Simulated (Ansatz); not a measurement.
Relaxing a trial structure of BeH2SiZn

The starting geometry of this gas-phase triplet was optimised with GFN2-xTB.

```xyz
5

Be    0.1489    0.3025   -1.3149
Si   -0.2380    2.0352   -2.4380
Zn    2.3739    0.3114   -1.6919
H    -1.0971    3.0700   -3.0091
H    -0.2244   -0.6997   -0.5648
```

Task: Predict what it relaxes into with r2SCAN-D4/def2-TZVP.

Result: It rearranges, giving a structure given below by its coordinates. Contacts that open: Be1–Zn3 (2.26 → 4.20 Å). Contacts that close: Si2–Zn3 (3.22 → 2.44 Å).

The energy falls by 0.77 eV over 20 steps:

```
step  E − E(last) (eV)
   1             0.768
   3             0.603
   5             0.569
   7             0.559
   9             0.397
  12             0.149
  14             0.052
  16             0.012
  18             0.000
  20             0.000
```

Final geometry (Å):

```xyz
5

Be   -0.5988    0.0248   -0.9999
Si    0.3900    1.5011   -2.1779
Zn    2.7231    1.8481   -2.8042
H    -0.4290    2.5934   -2.7917
H    -1.1221   -0.9482   -0.2449
```

Frequencies at the end are all real (lowest 89 cm⁻¹). Open shells are spin-unrestricted. The triplet needn't be the ground state. Run with Ansatz 0.2.0, 2.2 min on 2 threads of Arm Neoverse V2, on a shared host.
